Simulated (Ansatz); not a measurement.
Consider the cleavage of the Si–Al bond: `O[SiH]([SiH3])[AlH][Cl]` + `[OH][AlH2]` → `O[SiH]([SiH3])[O][AlH2]` + `[AlH2][Cl]`.

Gas-phase electronic energies from Ansatz, PBE0-D4/def2-TZVP geometries. CCSD(T)/CBS adds triple-zeta CCSD(T) − MP2 to the extrapolated MP2 energy (def2 sets, frozen cores). This one scheme is used for every species. Functionals use def2-TZVPP. Each species was taken in one conformer, which may not be the lowest.

```
             level  ΔE (kJ/mol)  difference from CCSD(T)/CBS
       LDA (SPW92)       -102.7                         24.1
         revPBE-D4        -99.4                         27.4
           BLYP-D4       -119.5                          7.3
        r2SCAN0-D4       -125.6                          1.2
          BHLYP-D4       -139.9                        -13.1
         CAM-B3LYP       -136.9                        -10.1
     CCSD/def2-SVP       -131.3                         -4.5
SCS-MP2/def2-TZVPP       -139.1                        -12.3
   CCSD/def2-TZVPP       -133.1                         -6.3
CCSD(T)/def2-TZVPP       -128.5                         -1.7
       CCSD(T)/CBS       -126.8                            0
```

Largest T1 diagnostic among the species: 0.013.

From r2SCAN to r2SCAN0 (25 % exact exchange), in def2-TZVPP and without D4, ΔE moves by −5.2 kJ/mol. Leaving LDA and LC-ωPBE aside and taking each functional with its dispersion term where it has one, the values, not all of them listed here, spread over 42.6 kJ/mol, from BHLYP-D4 to PBE-D4. LDA lies −5.2 kJ/mol from PBE without D4. In def2-TZVPP, CCSD(T) changes the Hartree–Fock value by +30.5 kJ/mol (the triples alone add +4.6 kJ/mol) and MP2 by +24.7 kJ/mol.
